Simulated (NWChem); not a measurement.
Molecule: BeH2Se2; SMILES [SeH][Be][SeH]

```xyz
5

Be     0.0283    -0.0003    -0.0001
Se     0.0549    -2.0266    -0.1333
H     -0.9785    -2.1289     0.9131
Se     0.0566     2.0261     0.1325
H     -0.9949     2.1279    -0.8956
```
Atoms are numbered in this order, from 1.

The geometry was optimised at PBE0/def2-SVP.

Spin-orbit effects, on the heavy nuclei and on their neighbours, are missing.

Problem. Give the principal values of the shielding tensors (ppm) of Be1, Se2 from BHandHLYP/pcSseg-1, GIAO (NWChem), with their diamagnetic and paramagnetic parts as GIAO splits them.

Solution. 
| atom | σ11 | σ22 | σ33 | isotropic | diamagnetic | paramagnetic |
|---|---|---|---|---|---|---|
| Be1 | 39.2 | 39.4 | 157.0 | 78.5 | 142.5 | -64.0 |
| Se2 | 1961.3 | 2197.7 | 2370.2 | 2176.4 | 3001.8 | -825.4 |
